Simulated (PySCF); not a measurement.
**Levels of Tl⁷⁸⁺ from EOM-EA-GCCSD**

Reference: closed-shell Tl⁷⁹⁺, 1s2; one electron is added. Calculated with PySCF 2.14, two-component X2C-1e with screened spin-orbit coupling, an even-tempered Gaussian basis (16 s from 31 bohr⁻², ratio 2.6; 13 p from 41 bohr⁻², ratio 2.6; 6 d from 42 bohr⁻², ratio 2.8; 3 f from 1800 bohr⁻², ratio 2.8); frozen nothing; the 30 highest virtual spinors dropped; of the others 56 kept and the rest restored at second order. No Breit or QED terms. Binding energies in eV.

```
level  Koopmans  second order  EOM-CCSD
2s1/2   24269.8       24270.1   24270.1
2p1/2   24057.8       24058.3   24058.3
2p3/2   21739.5       21739.9   21739.9
```

Electric-dipole lines between these computed levels:

```tsv
lower	upper	ΔE (eV)	vacuum wavelength (nm)
2s1/2	2p1/2	211.76	5.855
2s1/2	2p3/2	2530.2	0.4900
```

For comparison, the ionisation energy of Tl⁷⁸⁺ is 24234.1 ± 0.4 eV (theoretical estimate listed by NIST; NIST Atomic Spectra Database, ionization energies).

Only part of the computed levels is shown.
